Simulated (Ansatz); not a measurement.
```xyz
10

C     1.286    1.669   -1.516
Zn    0.357    1.002    0.058
Te   -0.831    0.158    2.075
C    -1.246   -1.815    1.294
H     2.260    1.186   -1.624
H     0.701    1.476   -2.418
H     1.444    2.747   -1.434
H    -1.783   -2.341    2.081
H    -1.871   -1.746    0.408
H    -0.318   -2.336    1.075
```

Charge 0, multiplicity 1. Te takes the def2 core potential.

Task: List the r2SCAN/def2-TZVPP orbital energies in eV (the Gaussian-basis code of Ansatz). (Estimate.)

Result: Computed: Occupied: -9435.07, -1144.45, -1007.06, -1007.04, -1006.99, -273.59, -272.57, -168.13, -130.36, -117.30, -117.17, -117.03, -86.16, -86.12, -86.00, -41.13, -41.10, -40.97, -40.86, -40.85, -18.61, -17.56, -14.91, -12.07, -12.06, -12.02, -11.96, -11.95, -10.64, -10.61, -9.74, -9.73, -8.29, -7.70, -6.26, -5.17. Lowest empty: -1.56, -0.72, -0.53, 0.22, 1.57, 1.85, 2.85, 3.02.
